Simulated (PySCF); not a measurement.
Geometry (Å), atoms numbered from 1 in this order:
```xyz
9

Si   -0.700   -0.035   -0.552
N    -0.783    0.006    1.140
C    -0.827    0.029    2.338
S    -0.882    0.061    3.902
N     0.927   -0.026   -1.025
C     2.068   -0.005   -1.394
S     3.558    0.022   -1.872
Cl   -1.631    1.601   -1.323
Cl   -1.598   -1.724   -1.242
```

Computed data (PySCF 2.14.0 with density-fitted response routines): coordinates at the PBE0-D3(BJ)/def2-SVP level, B3LYP/pcSseg-1 with gauge-including orbitals. Relativity neglected, one conformer, in vacuum, averaged over atoms made equivalent by symmetry, fast rotation or ring inversion.

References, each an isolated molecule treated in the same way: TMS for 13C and 29Si; NH3 for 15N; 33S vs CS2; 35Cl vs HCl.

```json
{"atoms": "S4/S7", "nucleus": "33S", "count": "2", "δ (ppm)": "-208"}
{"atoms": "C3/C6", "nucleus": "13C", "count": "2", "δ (ppm)": "?"}
{"atoms": "Cl8/Cl9", "nucleus": "35Cl", "count": "2", "δ (ppm)": "133"}
{"atoms": "N2/N5", "nucleus": "15N", "count": "2", "δ (ppm)": "128.2"}
{"atoms": "Si1", "nucleus": "29Si", "count": "1", "δ (ppm)": "?"}
```

Problem. Estimate the values marked ?.

Solution. 
- C3/C6: 147.3 ppm, carbon bonded to N, S
- Si1: -89.3 ppm, silicon bonded to 2 Cl, 2 N

Shifts are as computed. Against solution values, carbons near 30 ppm lie about +2 ppm off and those near 130 ppm about +6 ppm. Of 1211 compounds with measured shifts, 218 miss one by over three times the rms of a fit or turn the order of signals round; such compounds aren't used in these exercises. Experimental scales use liquid or dissolved standards, which lie at an offset from isolated NH3 (liquid NH3: subtract about 20 ppm).
